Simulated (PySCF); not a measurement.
**Vertical excitation energies**

Species: C4H6F4O.
Numbering: `[F:1][CH2:2][CH2:3][CH2:4][O:5][C:6]([F:7])([F:8])[F:9]` (hydrogens: H10, H11 on C2; H12, H13 on C3; H14, H15 on C4)

Theory: TDDFT B3LYP/def2-SVPD, vertical, gas phase, core orbitals frozen in the response (PySCF 2.14.0, density-fitted response routines). One conformer (not necessarily the lowest) at the GFN2-xTB geometry, without solvent, vibrations or thermal averaging. Torsions of this conformer, `[F:1][CH2:2][CH2:3][CH2:4][O:5][C:6]([F:7])([F:8])[F:9]`: F1–C2–C3–C4 68°, C2–C3–C4–O5 68°, C3–C4–O5–C6 176°, C4–O5–C6–F7 59°.

**Question.** List the vertical singlet excitations with oscillator strengths and describe the spectrum.

**Answer.** 

| state | E (eV) | ν̃ (cm⁻¹) | f | main configurations (H = HOMO, L = LUMO) |
| --- | --- | --- | --- | --- |
| S1 | 8.62 | 69540 | 0.0014 | H→L (97%) |
| S2 | 8.93 | 72010 | 0.018 | H-1→L (92%) |
| S3 | 9.12 | 73550 | 0.0036 | H→L+1 (60%), H-2→L (33%) |
| S4 | 9.19 | 74120 | 0.0036 | H→L+2 (44%), H-2→L (34%), H→L+1 (17%) |
| S5 | 9.33 | 75280 | 0.019 | H→L+2 (46%), H-2→L (18%), H→L+1 (18%) |
| S6 | 9.52 | 76810 | 0.011 | H-1→L+1 (70%), H-1→L+2 (15%) |
| S7 | 9.60 | 77440 | 0.012 | H-1→L+2 (57%), H-1→L+1 (22%), H-1→L+3 (11%) |
| S8 | 9.66 | 77880 | 0.017 | H→L+3 (62%), H-2→L (12%) |

Triplets (Tamm–Dancoff): T1 8.47 eV, H→L (93%); T2 8.70 eV, H-1→L (82%); T3 8.91 eV, H→L+1 (66%), H-2→L (11%).

The lowest singlet comes at 144 nm (832 kJ/mol) in the vacuum ultraviolet; it is very weak; its leading configuration is HOMO→LUMO (97%). The largest oscillator strength of a single state is 0.019. Löwdin shares by element: HOMO oxygen 33%, carbon 21% or more, fluorine 12% or more (atoms not listed hold the other 34%); LUMO carbon 41% or more, hydrogen 8% or more (atoms not listed hold the other 51%). The oscillator strengths of these states sum to 0.086; summed over the whole spectrum of an exact calculation they would give the number of electrons, 74 (Thomas–Reiche–Kuhn). The listed states span 1.03 eV, and the widest gap between neighbours is 0.31 eV (S1 to S2). Orbital energies (eV): HOMO-3 -10.75, HOMO-2 -9.91, HOMO-1 -9.65, HOMO -9.32, LUMO 0.24, LUMO+1 0.80, LUMO+2 0.85. Singlets were solved by full linear response, triplets in the Tamm–Dancoff approximation.

Without π bonds the low states are Rydberg-like; a valence basis with one diffuse set may place them up to an eV too high.
